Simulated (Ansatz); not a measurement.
Relaxation of CH5AlSe (8 atoms, charge 0, multiplicity 1), to a largest force component of 0.015 eV/Å in at most 40 steps.

These are results of Ansatz, RKS PBE-D4/def2-SVP, not measurements.

```xyz
8
Properties=species:S:1:pos:R:3
C -0.746 0.894 -0.466
Al 0.819 -0.103 0.043
Se 0.697 -1.595 1.905
H -0.497 2.034 -0.422
H -1.626 0.687 0.195
H -1.084 0.691 -1.517
H 2.203 0.061 -0.785
H 1.067 -0.480 2.840
```

Task: Where does it end, and by what steps?

Result: The run converged. The force dipped under the threshold on the way, but the program's further checks kept it going. After 18 steps the energy has fallen by 0.393 eV; H8 moved furthest, 1.11 Å.

```csv
step,energy less start (eV),largest force component (eV/Å),accepted
0,0.0000,1.440,yes
1,-0.0632,0.616,yes
2,-0.0711,0.078,yes
3,-0.0723,0.037,yes
4,-0.0747,0.073,yes
5,-0.0807,0.111,yes
6,-0.0948,0.240,yes
7,-0.1221,0.451,yes
8,-0.1710,0.834,yes
9,-0.2841,0.384,yes
10,-0.3579,0.327,yes
11,-0.3881,0.165,yes
12,-0.3925,0.034,yes
13,-0.3929,0.006,yes
14,-0.3930,0.008,yes
15,-0.3921,0.155,no
16,-0.3931,0.012,yes
17,-0.3921,0.163,no
18,-0.3932,0.012,yes
```

```xyz
8
Properties=species:S:1:pos:R:3
C -0.676 0.941 -0.353
Al 0.972 -0.070 -0.019
Se 1.351 -1.187 1.999
H -0.446 2.022 -0.463
H -1.429 0.835 0.453
H -1.144 0.620 -1.308
H 2.168 -0.203 -1.071
H 0.037 -0.768 2.555
```

Whether the end is a true minimum wasn't checked by a vibrational analysis.

Time of the run: 78 s on 1 thread of AMD EPYC (Zen 3), on a shared host, peak memory 0.13 GiB.
